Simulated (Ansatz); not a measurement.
Start from `O[Si](O)([SiH3])Cl` and change one atom or group to get `O[Si](O)(Cl)[SiH](F)Cl`.

Ansatz, PBE0-D4/def2-TZVP geometries, multiplicity 1. Each molecule was computed in one conformer, which needn't be the lowest.

```
                                      property  `O[Si](O)([SiH3])Cl`
            HOMO energy (PBE0/def2-TZVPP) / eV                 -8.29
         LUMO energy (ωB97M-V/def2-TZVPP) / eV                  1.82
size of the dipole moment (PBE/def2-TZVPP) / D                  1.25
       HOMO–LUMO gap (ωB97M-V/def2-TZVPP) / eV                 12.18
             LUMO energy (PBE/def2-TZVPP) / eV                 -0.79
         HOMO energy (ωB97M-V/def2-TZVPP) / eV                -10.36
```

(1) What does the change do to each property? (Best estimate.)

## Answers

(1) The calculation gave: 
```
                                      property  `O[Si](O)(Cl)[SiH](F)Cl`  shift
            HOMO energy (PBE0/def2-TZVPP) / eV                     -8.32  -0.03
         LUMO energy (ωB97M-V/def2-TZVPP) / eV                      1.14  -0.68
size of the dipole moment (PBE/def2-TZVPP) / D                      2.32   1.07
       HOMO–LUMO gap (ωB97M-V/def2-TZVPP) / eV                     11.51  -0.67
             LUMO energy (PBE/def2-TZVPP) / eV                     -1.54  -0.75
         HOMO energy (ωB97M-V/def2-TZVPP) / eV                    -10.38  -0.02
```

Dipoles are sizes alone; their direction can turn.

Positive LUMOs are unbound, so they and the gaps depend on the basis.
